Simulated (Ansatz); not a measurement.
Ansatz (a program for electronic structure) input (B3LYP/6-31G* with LANL2DZ past Ar): The .json file joins the Basis Set Exchange's 6-31G* for atoms up to Ar and LANL2DZ past it.

Ansatz 0.2 input:
```yaml
crystal:
  periodic: [false, false, false]
  atoms:
    - {symbol: C, position_ang: [-1.45659652, -0.47466668, 0.06626807]}
    - {symbol: Br, position_ang: [0.35968167, 0.11721084, -0.01636377]}
    - {symbol: H, position_ang: [-1.92484743, -0.49376997, 1.03865530]}
    - {symbol: H, position_ang: [-1.92443174, -0.76060937, -0.86353178]}
basis:
  gaussian:
    orbitals: 6-31Gs+LANL2DZ.json
hamiltonian:
  xc: {name: B3LYP}
magnetization: {spin_polarized: true, initial_magnetization: 1}
phonons: {temperatures: {t_min: 298.15, t_max: 298.15, t_step: 100}}
```

Output:

```
Functional definition: B3LYP
integrals: 0.01 GiB planned
369 factors; integrals over basis functions are off by at most 4.4e-4 eV
mean field: 0.08 GiB planned
mean field evaluation 1: about -1423.2064 eV, gradient 2.2e1 eV
mean field evaluation 2: about -1421.4645 eV, gradient 2.7e1 eV
mean field evaluation 4: about -1425.8707 eV, gradient 5.3e-1 eV
mean field evaluation 8: about -1425.8737 eV, gradient 1.2e-2 eV
mean field -1425.87373089 eV, -52.3998931182 hartree, gradient 5.0e-5 eV, S^2 0.754528; 0 other end points of the search recorded, 0 dependent functions left out
the calculation of the forces begins
reference -1425.87388105 eV, -52.3998986364 hartree; 8, 7 occupied and 19, 20 virtual orbitals, 369 factors
these checks for a lower state are left out or cut short: stability, starts, cluster_reference, orbital_swaps, neighbouring_geometries, increment
integrals: 0.01 GiB planned
369 factors; integrals over basis functions are off by at most 4.5e-4 eV
mean field: 0.08 GiB planned
mean field evaluation 16: about -1425.8736 eV, gradient 1.1e-1 eV
mean field -1425.87362825 eV, -52.3998893463 hartree, gradient 2.9e-6 eV, S^2 0.754524; 0 other end points of the search recorded, 0 dependent functions left out
the calculation of the forces begins
reference -1425.87377839 eV, -52.3998948638 hartree; 8, 7 occupied and 19, 20 virtual orbitals, 369 factors
these checks for a lower state are left out or cut short: stability, starts, cluster_reference, orbital_swaps, neighbouring_geometries, increment
integrals: 0.01 GiB planned
369 factors; integrals over basis functions are off by at most 4.4e-4 eV
mean field: 0.08 GiB planned
mean field -1425.87362614 eV, -52.3998892690 hartree, gradient 2.8e-6 eV, S^2 0.754531; 0 other end points of the search recorded, 0 dependent functions left out
the calculation of the forces begins
reference -1425.87377632 eV, -52.3998947878 hartree; 8, 7 occupied and 19, 20 virtual orbitals, 369 factors
these checks for a lower state are left out or cut short: stability, starts, cluster_reference, orbital_swaps, neighbouring_geometries, increment
integrals: 0.01 GiB planned
369 factors; integrals over basis functions are off by at most 4.4e-4 eV
mean field: 0.08 GiB planned
mean field evaluation 32: about -1425.8737 eV, gradient 2.4e-6 eV
mean field -1425.87371025 eV, -52.3998923597 hartree, gradient 2.4e-6 eV, S^2 0.754538; 0 other end points of the search recorded, 0 dependent functions left out
the calculation of the forces begins
reference -1425.87386043 eV, -52.3998978788 hartree; 8, 7 occupied and 19, 20 virtual orbitals, 369 factors
these checks for a lower state are left out or cut short: stability, starts, cluster_reference, orbital_swaps, neighbouring_geometries, increment
integrals: 0.01 GiB planned
369 factors; integrals over basis functions are off by at most 4.4e-4 eV
mean field: 0.08 GiB planned
mean field -1425.87371004 eV, -52.3998923519 hartree, gradient 1.8e-6 eV, S^2 0.754518; 0 other end points of the search recorded, 0 dependent functions left out
the calculation of the forces begins
reference -1425.87386017 eV, -52.3998978692 hartree; 8, 7 occupied and 19, 20 virtual orbitals, 369 factors
these checks for a lower state are left out or cut short: stability, starts, cluster_reference, orbital_swaps, neighbouring_geometries, increment
integrals: 0.01 GiB planned
369 factors; integrals over basis functions are off by at most 4.4e-4 eV
mean field: 0.08 GiB planned
mean field -1425.87369895 eV, -52.3998919445 hartree, gradient 2.2e-6 eV, S^2 0.754523; 0 other end points of the search recorded, 0 dependent functions left out
the calculation of the forces begins
reference -1425.87384910 eV, -52.3998974624 hartree; 8, 7 occupied and 19, 20 virtual orbitals, 369 factors
these checks for a lower state are left out or cut short: stability, starts, cluster_reference, orbital_swaps, neighbouring_geometries, increment
integrals: 0.01 GiB planned
369 factors; integrals over basis functions are off by at most 4.4e-4 eV
mean field: 0.08 GiB planned
mean field -1425.87370014 eV, -52.3998919882 hartree, gradient 9.9e-7 eV, S^2 0.754533; 0 other end points of the search recorded, 0 dependent functions left out
the calculation of the forces begins
reference -1425.87385030 eV, -52.3998975066 hartree; 8, 7 occupied and 19, 20 virtual orbitals, 369 factors
these checks for a lower state are left out or cut short: stability, starts, cluster_reference, orbital_swaps, neighbouring_geometries, increment
integrals: 0.01 GiB planned
369 factors; integrals over basis functions are off by at most 4.4e-4 eV
mean field: 0.08 GiB planned
mean field -1425.87367827 eV, -52.3998911844 hartree, gradient 1.0e-6 eV, S^2 0.754522; 0 other end points of the search recorded, 0 dependent functions left out
the calculation of the forces begins
reference -1425.87382842 eV, -52.3998967025 hartree; 8, 7 occupied and 19, 20 virtual orbitals, 369 factors
these checks for a lower state are left out or cut short: stability, starts, cluster_reference, orbital_swaps, neighbouring_geometries, increment
integrals: 0.01 GiB planned
369 factors; integrals over basis functions are off by at most 4.4e-4 eV
mean field: 0.08 GiB planned
mean field evaluation 64: about -1425.8737 eV, gradient 3.0e-6 eV
mean field -1425.87368423 eV, -52.3998914035 hartree, gradient 3.0e-6 eV, S^2 0.754534; 0 other end points of the search recorded, 0 dependent functions left out
the calculation of the forces begins
reference -1425.87383439 eV, -52.3998969218 hartree; 8, 7 occupied and 19, 20 virtual orbitals, 369 factors
WARN: phonons: modes at or below zero, which the zero-point energy, F, S and C_V leave out: 1, the lowest at -256.53 cm⁻¹ …
Total energy: -1425.87388105 eV, -52.3998986364 hartree
Atom 0 at    -1.456597    -0.474667     0.066268 Å, force     0.000552     0.000180    -0.000025 eV/Å
Atom 1 at     0.359682     0.117211    -0.016364 Å, force     0.000052     0.000017    -0.000002 eV/Å
Atom 2 at    -1.924847    -0.493770     1.038655 Å, force    -0.000302     0.000130     0.001639 eV/Å
Atom 3 at    -1.924432    -0.760609    -0.863532 Å, force    -0.000301    -0.000326    -0.001611 eV/Å
Dipole moment:    -0.239515    -0.078052     0.010897 e Å
Vibrations: -256.53 640.18 929.65 1392.68 3213.51 3376.48 cm⁻¹, zero-point energy 0.592179 eV
```

The blocks after the first are displaced geometries, from whose forces the wavenumbers follow.
